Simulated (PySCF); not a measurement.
A table of computed properties in which two entries of one column were swapped by mistake.

```
no.                  species (SMILES)  level of the electronic properties  smallest rotational constant  dipole moment  HOMO energy  HOMO–LUMO gap
  1                COC(=O)c1ccc(C)cc1                       PBE0/pcSseg-1                     1.853 GHz         2.27 D     -7.29 eV        6.06 eV
  2                COC(=O)c1cccc(C)c1                       PBE0/pcSseg-1                     0.531 GHz         1.72 D     -7.27 eV        5.98 eV
  3         Cl[C@H]1[SiH2]C=C1c1ccco1                       PBE0/pcSseg-1                     0.519 GHz         1.86 D     -6.46 eV        5.06 eV
  4                          Cc1ccsc1                       PBE0/pcSseg-1                     0.503 GHz         0.95 D     -6.74 eV        6.52 eV
  5  FC(F)(F)[C@@H]1CC[C@H]2O[C@@H]12                       PBE0/pcSseg-1                     0.956 GHz         1.21 D     -8.07 eV        9.57 eV
  6                          C=CCCCNC                     B3LYP/def2-SVPD                     0.893 GHz         0.75 D     -6.02 eV        6.16 eV
  7                         CCNC1CCC1                      PBE0/def2-SVPD                     1.197 GHz         0.87 D     -6.36 eV        7.20 eV
  8               FC(F)O[C@@H]1CCC=N1                   wB97X-D/def2-SVPD                     0.872 GHz         4.77 D     -9.94 eV       11.12 eV
```

Geometries and rotational constants: GFN2-xTB. All species are isolated and taken at one optimised geometry, non-relativistic unless stated. Electronic properties by PySCF.

Dipoles, sizes and rotational constants follow the conformer. The torsions of the flexible species, by atom-mapped SMILES:
- `[CH3:1][O:2][C:3](=[O:4])[c:5]1[cH:6][cH:7][c:8]([CH3:9])[cH:10][cH:11]1`: C1–O2–C3–O4 0°, O2–C3–C5–C6 180°
- `[CH3:1][O:2][C:3](=[O:4])[c:5]1[cH:6][cH:7][cH:8][c:9]([CH3:10])[cH:11]1`: C1–O2–C3–O4 0°, O2–C3–C5–C6 0°
- `[Cl:1][C@H:2]1[SiH2:3][CH:4]=[C:5]1[c:6]1[cH:7][cH:8][cH:9][o:10]1`: C4–C5–C6–C7 180°
- `[CH2:1]=[CH:2][CH2:3][CH2:4][CH2:5][NH:6][CH3:7]`: C1–C2–C3–C4 -119°, C2–C3–C4–C5 -179°, C3–C4–C5–N6 178°, C4–C5–N6–C7 68°
- `[CH3:1][CH2:2][NH:3][CH:4]1[CH2:5][CH2:6][CH2:7]1`: C1–C2–N3–C4 179°, C2–N3–C4–C5 -179°

The conformers of `FC(F)(F)[C@@H]1CC[C@H]2O[C@@H]12` and `FC(F)O[C@@H]1CCC=N1` aren't listed.

Task: Which two entries changed places?

Result: The smallest rotational constant of rows 1 and 4. The true values are 0.503 GHz for `COC(=O)c1ccc(C)cc1` (21 atoms, 80 electrons) and 1.853 GHz for `Cc1ccsc1` (12 atoms, 52 electrons), the smallest and the largest in that column.

Task: Restore the column in rising order.

Result: row 1: 0.503 GHz, row 3: 0.519 GHz, row 2: 0.531 GHz, row 8: 0.872 GHz, row 6: 0.893 GHz, row 5: 0.956 GHz, row 7: 1.197 GHz, row 4: 1.853 GHz.

Task: Give the restored column in cm⁻¹.

Result: row 1: 0.0168 cm⁻¹, row 2: 0.0177 cm⁻¹, row 3: 0.0173 cm⁻¹, row 4: 0.0618 cm⁻¹, row 5: 0.0319 cm⁻¹, row 6: 0.0298 cm⁻¹, row 7: 0.0399 cm⁻¹, row 8: 0.0291 cm⁻¹.
